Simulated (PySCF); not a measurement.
Correlation energy of Sb (antimony, neutral)

[Kr] 4d10 5s2 5p3, high-spin 4S determinant. Computed with PySCF 2.14 in def2-SVP with the def2 core potential (28 electrons), with a scalar-relativistic core potential. Frozen: 4s2 4p6 4d10; 5 electrons correlated.

MP2 pair energies summed by pair of shells (mhartree):

| pair | energy | share (%) |
| --- | --- | --- |
| 5s-5p | -29.71 | 64.7 |
| 5p-5p | -10.32 | 22.5 |
| 5s-5s | -5.86 | 12.8 |

Total MP2 correlation energy: -45.89 mhartree.

Same-spin part -12.47 and opposite-spin part -33.42 mhartree; SCS-MP2 scales them by 1/3 and 6/5 to -44.26 mhartree.

```tsv
level	correlation energy (mhartree)
CCSD	-58.73
(T)	-0.60
CCSD(T)	-59.33
```

Diagnostics: T1 = 0.0031, D1 = 0.0082, largest double amplitude 0.060.

Question: Is a single reference adequate?

Answer: Yes, within this model without spin-orbit coupling: T1 lies below 0.03 and no double amplitude reaches 0.07.
